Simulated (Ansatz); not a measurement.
Start from `OBNCO` and change one atom or group to get `NCNCO`.

Ansatz, PBE0-D4/def2-TZVP geometries, multiplicity 1. Each molecule was computed in one conformer, which needn't be the lowest.

| property | `OBNCO` |
| --- | --- |
| HOMO energy (PBE0/def2-TZVPP) / eV | -7.76 |
| size of the dipole moment (B3LYP/def2-TZVPP) / D | 1.44 |
| HOMO energy (PBE/def2-TZVPP) / eV | -6.28 |
| LUMO energy (PBE0/def2-TZVPP) / eV | 0.66 |
| HOMO energy (B3LYP/def2-TZVPP) / eV | -7.52 |
| HOMO–LUMO gap (B3LYP/def2-TZVPP) / eV | 7.81 |

What does the change do to each property? (An estimate is asked.)

Ansatz gave: 
```json
{"property": "HOMO energy (PBE0/def2-TZVPP) / eV", "`NCNCO`": "-6.80", "shift": "0.96"}
{"property": "size of the dipole moment (B3LYP/def2-TZVPP) / D", "`NCNCO`": "0.66", "shift": "-0.78"}
{"property": "HOMO energy (PBE/def2-TZVPP) / eV", "`NCNCO`": "-5.33", "shift": "0.95"}
{"property": "LUMO energy (PBE0/def2-TZVPP) / eV", "`NCNCO`": "1.03", "shift": "0.37"}
{"property": "HOMO energy (B3LYP/def2-TZVPP) / eV", "`NCNCO`": "-6.58", "shift": "0.94"}
{"property": "HOMO–LUMO gap (B3LYP/def2-TZVPP) / eV", "`NCNCO`": "7.24", "shift": "-0.57"}
```

With PBE0 the HOMO rises by 0.96 eV and the LUMO rises by 0.37 eV, so the gap narrows by about 0.59 eV. PBE moves the HOMO by 0.95 eV and ωB97M-V by 0.93 eV. Dipoles are sizes alone; their direction can turn.

B3LYP here is the variant with VWN-RPA as its local correlation; programs differ in this.
